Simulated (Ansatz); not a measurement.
Ansatz (a quantum-chemistry and plane-wave program) input for Mo(OMe)(H)5 (CH8MoO), SMILES [O]([MoH5])C, multiplicity 1, PBE/def2-SVPD. Coordinates come from a PBE0-D3(BJ)/def2-SVP optimisation. The multiplicity is an assumed one; no other spin state was optimised. The structure was generated by enumeration; whether it is a known compound was not checked. The def2 effective core potentials stand for the cores of Mo; spin–orbit coupling is left out.

Ansatz 0.2 input:
```yaml
crystal:
  periodic: [false, false, false]
  atoms:
    - {symbol: Mo, position_ang: [-0.06767226, -0.64603155, 0.00000000]}
    - {symbol: O, position_ang: [-0.40622329, 1.17707925, 0.00000001]}
    - {symbol: C, position_ang: [0.18897341, 2.43728278, -0.00000001]}
    - {symbol: H, position_ang: [-0.59994227, 3.20735022, 0.00000002]}
    - {symbol: H, position_ang: [0.81394858, 2.57658442, -0.89749404]}
    - {symbol: H, position_ang: [0.81394863, 2.57658443, 0.89749400]}
    - {symbol: H, position_ang: [1.17142338, -1.74140395, -0.00000003]}
    - {symbol: H, position_ang: [0.07607207, -1.46302686, 1.46829468]}
    - {symbol: H, position_ang: [0.07607198, -1.46302687, -1.46829468]}
    - {symbol: H, position_ang: [1.30332927, -0.30003343, 0.79220563]}
    - {symbol: H, position_ang: [1.30332922, -0.30003343, -0.79220570]}
basis:
  gaussian:
    orbitals: def2-SVPD
hamiltonian:
  xc: {name: PBE}
```

Output:

```
WARN ansatz: RAYON_NUM_THREADS=1 ignored (pool sized by the plan → 1); use --threads N
Functional definition: PBE
integrals: 0.06 GiB planned
1172 factors; their error is unknown
mean field: 0.48 GiB planned
mean field evaluation 1: about -5054.7292 eV, gradient 6.0e1 eV
mean field evaluation 2: about -4986.9652 eV, gradient 1.8e2 eV
mean field evaluation 4: about -5060.6311 eV, gradient 3.2e1 eV
mean field evaluation 8: about -5062.9610 eV, gradient 4.0e-1 eV
mean field evaluation 16: about -5062.9207 eV, gradient 1.7e-4 eV
mean field -5062.92068528 eV, -186.0589034131 hartree, gradient 4.4e-5 eV, S^2 0.000000; 0 other end points of the search recorded, 0 dependent functions left out
reference -5062.92073637 eV, -186.0589052905 hartree; 18, 18 occupied and 123, 123 virtual orbitals, 1172 factors
Total energy: -5062.92073637 eV, -186.0589052905 hartree
```

The calculation finished and met its thresholds.

Cost: around 5 core-seconds (rough).
